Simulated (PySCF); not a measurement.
## C₆ coefficients of unlike pairs at PBE0

Calculated with PySCF 2.14 from the dipole response of each species, C₆(A,B) = (3/π) ∫ α_A(iu) α_B(iu) du, in atomic units, from isotropic polarisabilities. For ions this is the dispersion term alone; charge-induced terms of lower order in 1/R come first.

```
species           configuration                                                                                              basis      relativity  α (bohr³)  C₆ (like pair)
   Cu³⁺           [Ar] 3d8 (3F)  aug-cc-pVTZ-PP with one added diffuse shell each of s, p, d, f, g type with ECP10MDF (7s7p6d4f3g)  core potential      1.546           3.508
     Sc       [Ar] 3d1 4s2 (2D)                                                                      aug-cc-pVQZ-DK (9s8p6d4f3g2h)   spin-free X2C      128.2            1621
   Mg²⁺               [Ne] (1S)                                                                            aug-cc-pVDZ-DK (5s4p2d)   spin-free X2C     0.1460         0.03672
   Te²⁺  [Kr] 4d10 5s2 5p2 (3P)              aug-cc-pwCVTZ-DK3 with one added diffuse shell each of s, p, d, f type (11s10p8d5f1g)   spin-free X2C      14.96           100.9
```

(1) Estimate C₆ for Te²⁺ with Cu³⁺.

No spin-orbit coupling is included.

The other pairs:

```
      pair      C₆
  Te²⁺, Sc   321.7
  Sc, Cu³⁺   40.23
Te²⁺, Mg²⁺   1.659
Mg²⁺, Cu³⁺  0.3574
  Mg²⁺, Sc   3.914
```

Answers

(1) The integral gives 16.50. The combination rule 2 C_A C_B / (C_A α_B/α_A + C_B α_A/α_B) gives 15.95 and the geometric mean 18.81.
